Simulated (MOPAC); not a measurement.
A run for MOPAC: PM3 on C2H5Al (SMILES C=[CH][AlH2]), a point of a bond scan (R = 2.769 Å).

```
PM3 1SCF PRECISE CHARGE=0 THREADS=1
C2H5Al

Al    -0.13640480 1     0.16293037 1     1.16257739 1
H     -1.32419996 1     2.66208145 1     1.25889550 1
H      0.17826312 1    -0.64444815 1     2.48571591 1
C      0.29151772 1    -0.55237827 1    -0.58963342 1
C      0.01802875 1     0.14494252 1    -1.69877918 1
H      0.75944852 1    -1.52587481 1    -0.73005893 1
H      0.24169125 1    -0.21989595 1    -2.69843926 1
H     -0.44827436 1     1.12572183 1    -1.65786457 1
```

Output:

```
*******************************************************************************
 **                                                                           **
 **                              MOPAC v23.2.5                                **
 **                                                                           **
 *******************************************************************************
 ** MOPAC's Digital Object Identifier: https://doi.org/10.5281/zenodo.6511958 **
 **                                                                           **
 ** Please cite the open-source release paper for use of this MOPAC version:  **
 ** J. E. Moussa and J. J. P. Stewart (2026)                                  **
 ** MOPAC: An open-source semiempirical molecular orbital program             **
 ** J. Open Source Softw., 11(119), 8025, https://doi.org/10.21105/joss.08025 **
 *******************************************************************************

                              PM3 CALCULATION RESULTS

 *******************************************************************************
 *  PM3        - The PM3 Hamiltonian to be used
 *
 *
 *
 *                 CHARGE ON SYSTEM = 0
 *
 *
 *
 *  PRECISE    - TIGHTER CRITERIA TO BE USED
 *  1SCF       - DO 1 SCF AND THEN STOP
 *  THREADS=1  - MULTI-THREADING NOT USED
 *  T=         - A TIME OF 172800.0 SECONDS REQUESTED
 *  DUMP=N     - RESTART FILE WRITTEN EVERY 7200.0 SECONDS REQUESTED
 *******************************************************************************
PM3 1SCF PRECISE CHARGE=0 THREADS=1
 C2H5Al

   ATOM   CHEMICAL          X               Y               Z
  NUMBER   SYMBOL      (ANGSTROMS)     (ANGSTROMS)     (ANGSTROMS)

     1      Al         -0.13640480  *   0.16293037  *   1.16257739  *
     2       H         -1.32419996  *   2.66208145  *   1.25889550  *
     3       H          0.17826312  *  -0.64444815  *   2.48571591  *
     4       C          0.29151772  *  -0.55237827  *  -0.58963342  *
     5       C          0.01802875  *   0.14494252  *  -1.69877918  *
     6       H          0.75944852  *  -1.52587481  *  -0.73005893  *
     7       H          0.24169125  *  -0.21989595  *  -2.69843926  *
     8       H         -0.44827436  *   1.12572183  *  -1.65786457  *



          CARTESIAN COORDINATES

    NO.       ATOM           X           Y           Z

     1        Al         -0.1364      0.1629      1.1626
     2         H         -1.3242      2.6621      1.2589
     3         H          0.1783     -0.6444      2.4857
     4         C          0.2915     -0.5524     -0.5896
     5         C          0.0180      0.1449     -1.6988
     6         H          0.7594     -1.5259     -0.7301
     7         H          0.2417     -0.2199     -2.6984
     8         H         -0.4483      1.1257     -1.6579

  H: (PM3): J. J. P. STEWART, J. COMP. CHEM. 10, 209 (1989).
  C: (PM3): J. J. P. STEWART, J. COMP. CHEM. 10, 209 (1989).
 Al: (PM3): J. J. P. STEWART, J. COMP. CHEM. 10, 209 (1989).

           Empirical Formula: C2 H5 Al  =     8 atoms



      MOLECULAR POINT GROUP   :   Cs


      RHF CALCULATION, NO. OF DOUBLY OCCUPIED LEVELS = 8


 -------------------------------------------------------------------------------
 PM3 1SCF PRECISE CHARGE=0 THREADS=1
 C2H5Al



     1SCF WAS SPECIFIED, SO BFGS WAS NOT USED
     SCF FIELD WAS ACHIEVED


                              PM3 CALCULATION
                                                       MOPAC v23.2.5 Linux




          FINAL HEAT OF FORMATION =        158.17637 KCAL/MOL =     661.80993 KJ/MOL


          COSMO AREA              =        118.02 SQUARE ANGSTROMS
          COSMO VOLUME            =        103.52 CUBIC ANGSTROMS

          IONIZATION POTENTIAL    =          8.774146 EV
          HOMO LUMO ENERGIES (EV) =         -8.774 -2.342
          NO. OF FILLED LEVELS    =          8
          MOLECULAR WEIGHT        =         56.0430         POINT GROUP:  Cs

          MOLECULAR DIMENSIONS (Angstroms)

            Atom       Atom       Distance
            H     7    H     3     5.20190
            H     6    H     2     4.80226
           Al     1    C     4     0.00000


          SCF CALCULATIONS        =          1





   ATOM   CHEMICAL          X               Y               Z
  NUMBER   SYMBOL      (ANGSTROMS)     (ANGSTROMS)     (ANGSTROMS)

     1      Al         -0.13640480  *   0.16293037  *   1.16257739  *
     2       H         -1.32419996  *   2.66208145  *   1.25889550  *
     3       H          0.17826312  *  -0.64444815  *   2.48571591  *
     4       C          0.29151772  *  -0.55237827  *  -0.58963342  *
     5       C          0.01802875  *   0.14494252  *  -1.69877918  *
     6       H          0.75944852  *  -1.52587481  *  -0.73005893  *
     7       H          0.24169125  *  -0.21989595  *  -2.69843926  *
     8       H         -0.44827436  *   1.12572183  *  -1.65786457  *

                             CARTESIAN COORDINATES

   1   Al       -0.136404800     0.162930370     1.162577390
   2    H       -1.324199960     2.662081450     1.258895500
   3    H        0.178263120    -0.644448150     2.485715910
   4    C        0.291517720    -0.552378270    -0.589633420
   5    C        0.018028750     0.144942520    -1.698779180
   6    H        0.759448520    -1.525874810    -0.730058930
   7    H        0.241691250    -0.219895950    -2.698439260
   8    H       -0.448274360     1.125721830    -1.657864570


           Empirical Formula: C2 H5 Al  =     8 atoms



      MOLECULAR POINT GROUP   :   Cs


                  EIGENVALUES
 -32.29622 -20.09753 -15.84349 -14.27637 -11.55004 -10.71772 -10.64913  -8.77415
  -2.34178  -1.19642   0.86053   1.20678   2.54070   3.73420   4.11713   5.21880
   5.59330


              NET ATOMIC CHARGES AND DIPOLE CONTRIBUTIONS

  ATOM NO.   TYPE          CHARGE      No. of ELECS.   s-Pop       p-Pop
    1         Al           0.527468        2.4725     0.56840     1.90414
    2          H          -0.109763        1.1098     1.10976
    3          H          -0.175525        1.1755     1.17552
    4          C          -0.407359        4.4074     1.29590     3.11146
    5          C          -0.052116        4.0521     1.19023     2.86189
    6          H           0.084648        0.9154     0.91535
    7          H           0.064660        0.9353     0.93534
    8          H           0.067987        0.9320     0.93201
 DIPOLE           X         Y         Z       TOTAL
 POINT-CHG.    -0.135     0.276     0.089     0.320
 HYBRID         0.267    -0.448    -1.087     1.206
 SUM            0.132    -0.172    -0.999     1.022


          ATOMIC ORBITAL ELECTRON POPULATIONS

     Atom    s        px        py        pz
    1 Al   0.56840   0.26852   0.78699   0.84862
    2  H   1.10976
    3  H   1.17552
    4  C   1.29590   0.99215   1.01635   1.10296
    5  C   1.19023   0.91621   0.97281   0.97287
    6  H   0.91535
    7  H   0.93534
    8  H   0.93201

 **********************
 *                    *
 * JOB ENDED NORMALLY *
 *                    *
 **********************




 == MOPAC DONE ==
```

The run finished.

Cost: very roughly 0.03 core-seconds.
